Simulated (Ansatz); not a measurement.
Z-matrix (Å, degrees):
```
C
S 1 1.826
C 1 1.543 2 114.0
C 1 1.522 2 112.5 3 127.3
H 1 1.093 2 100.9 3 -116.9
H 2 1.342 1 97.8 3 -60.9
C 3 1.529 1 112.8 2 108.4
H 3 1.094 1 109.1 2 -129.8
H 3 1.092 1 109.1 2 -14.0
C 4 1.528 1 112.5 2 -68.5
H 4 1.092 1 110.2 2 55.2
H 4 1.097 1 107.3 2 171.0
C 7 1.521 3 111.3 1 -39.7
H 7 1.096 3 110.1 1 81.3
H 7 1.093 3 109.5 1 -162.4
H 10 1.093 4 109.7 1 84.9
H 10 1.093 4 108.6 1 -159.7
H 13 1.096 7 108.6 3 -58.8
H 13 1.093 7 110.6 3 -174.5
```

The species carries charge 0 and has multiplicity 1.

Q: List the r2SCAN/def2-TZVPP orbital energies in eV (Ansatz 0.2.0). (Estimate.)

A: Computed: Occupied: -2408.74, -274.02, -273.03, -273.03, -272.98, -272.97, -272.95, -213.16, -157.26, -157.17, -157.00, -22.14, -20.05, -19.41, -18.06, -15.97, -15.59, -13.53, -12.62, -12.31, -11.30, -10.37, -10.21, -9.73, -9.47, -9.16, -9.09, -8.42, -7.70, -7.53, -7.32, -5.64. Lowest empty: 0.04, 0.85, 0.97, 1.88, 2.20, 2.27, 2.53, 2.89.
